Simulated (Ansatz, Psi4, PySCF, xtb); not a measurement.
Noncovalent pair: HBr (SMILES Br) (first 2 atoms) with H4OSi (SMILES O[SiH3]); geometry from B3LYP-D3(BJ)/def2-TZVP, rigid monomers moved along the line of their centres of mass till H2···O3 is 3.39 Å.
(charge 0, multiplicity 1):
```xyz
8

Br    -0.609    -1.156    -0.021
H     -0.155    -0.423     1.135
O      0.675     1.021     4.085
Si     0.170     0.655     5.630
H      1.360     1.683     3.959
H      1.299     0.148     6.444
H     -0.860    -0.385     5.458
H     -0.397     1.853     6.292
```

Monomers are frozen at their geometry in the pair; levels with a basis set take the counterpoise correction. Rows marked so take none.

Cores are frozen in the correlated methods. Filled d and f shells under p-block atoms count as core. Rows in 3-21G, 6-31G* carry no dispersion term and start afresh at each structure (6-31G* with six Cartesian d functions); the Pople sets are all-electron and without relativity. MP2/6-31G* freezes PySCF's default core, which leaves 3d correlated.

Programs: Ansatz (a quantum-chemistry and plane-wave program) with Gaussian orbitals; Psi4 for SAPT; PySCF for 3-21G rows, 6-31G* rows, the dispersion terms; xtb for the GFN methods. Values without a source in brackets are computed.

| level | interaction energy (kcal/mol) |
|---|---|
| GFN1-xTB | -0.75 |
| HF/def2-TZVPPD | -1.14 |
| r2SCAN-D3(BJ)/def2-TZVPPD | -1.25 |
| B3LYP/3-21G (no counterpoise) | -1.43 |
| PBE0-D4/def2-TZVPPD | -1.33 |
| wB97M-V/def2-TZVPPD | -1.25 |
| MP2/6-31G* (no counterpoise) | (withheld) |
| SCS-MP2/def2-SVPD | -1.25 |
| SAPT0/aug-cc-pVDZ | -1.47 |

Q: Some entries are withheld; supply them.

A: 
- MP2/6-31G* (no counterpoise), interaction energy (kcal/mol): -1.64
